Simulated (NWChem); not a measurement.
AuNH₃F; SMILES [NH3]->[Au][F]

Results from NWChem. Medium grid unless said otherwise, to which SCAN and Minnesota functionals are sensitive. Geometry: optimised at PBE0/def2-SVP. def2 effective core potentials on Au; no spin-orbit coupling.

For level M06/def2-SVP:

* **highest occupied level (eV)**: -7.19
* **orbital gap (eV)**: 6.60
* **dipole (D)**: 8.62

### Question
What are these values for level M06-2X/def2-SVP?

### Answer
| Quantity | Value |
|---|---|
| highest occupied level (eV) | -8.42 |
| orbital gap (eV) | 8.80 |
| dipole (D) | 8.81 |
